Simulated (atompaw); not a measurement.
# PBE PAW (atompaw) dataset for titanium, scalar-relativistic all-electron reference.

| Item | Value |
| --- | --- |
| Element | Ti (Z = 22) |
| Generator | atompaw 4.2.0.5 |
| Type | PAW |
| Functional | PBE |
| Relativity | scalar-relativistic |
| Frozen core | [Ar] |
| Valence charge | 4 |
| Reference configuration | 3d2 4s0 4p0 (charge +2) |
| Partial waves | 4s (bound, empty): rc 2.75 bohr; 4s channel at 3.35 Ry: rc 2.90 bohr; 4p (bound, empty): rc 2.90 bohr; 4p channel at 0.9 Ry: rc 2.90 bohr; 3d (bound): rc 2.90 bohr; 3d channel at -0.75 Ry: rc 2.30 bohr |
| Local potential | bessel scheme, radius 2.50 bohr |
| Core correction | smooth core density matched at 1.65 bohr |
| Augmentation charge | besselshape compensation charge, radius 2.55 bohr; PAW radius 2.90 bohr; waves and projectors: custom polynom2 7 10 vanderbiltortho |

All-electron outer shells of the reference configuration (PBE, scalar-relativistic, ld1.x):

| shell | level (eV) | outermost node (bohr) | outermost maximum (bohr) |
| --- | --- | --- | --- |
| 3p | -54.77 | 0.37 | 0.90 |
| 3d | -19.68 | – | 0.97 |
| 4s | -16.90 | 1.23 | 2.61 |
| 4p | -12.41 | 1.35 | 3.03 |

(1) Estimate the cutoffs (Ry, on a coarse ladder) from which the occupation-weighted sum of valence levels, in a spherical-Bessel basis at the reference potential, stays within 10 and 1 mRy of its value at 400 Ry.

(2) What does a ghost test show?

(3) Is the overlap operator S = 1 + Σ q|β⟩⟨β| positive definite (Bessel basis up to 400 Ry)?

Results:

(1) 12 Ry and 35 Ry.

(2) No extra level below or beside the all-electron valence levels (s, p, d, f tested).

(3) Yes: its lowest eigenvalue is 0.68 (s channel).
